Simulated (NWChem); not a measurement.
System: C2H4F2Si; SMILES C=C[SiH](F)F

```xyz
9

Si    -0.0234     0.5078    -0.4005
F      1.4928     0.4879     0.1625
F     -0.8437     1.5830     0.4847
C     -0.7287    -1.1823    -0.1814
C     -0.0010    -2.1794     0.3369
H     -0.0007     1.0191    -1.7898
H     -1.7646    -1.3819    -0.4839
H      1.0366    -2.0260     0.6527
H     -0.4078    -3.1879     0.4708
```
Atoms are numbered in this order, from 1.

Structure relaxed at the PBE0/def2-SVP level. B3LYP is NWChem's, with the RPA form of VWN correlation.

Q: List the 4 lowest vertical singlet excitations from B3LYP/def2-SVP, TDA (NWChem).

A: 
```tsv
state	energy (eV)	oscillator strength	leading excitation (squared amplitude)
S1	6.66	0.012	HOMO−1 → LUMO (0.96)
S2	7.90	0.440	HOMO → LUMO (0.72)
S3	8.17	0.037	HOMO → LUMO+1 (0.90)
S4	8.27	0.027	HOMO−2 → LUMO (0.79)
```
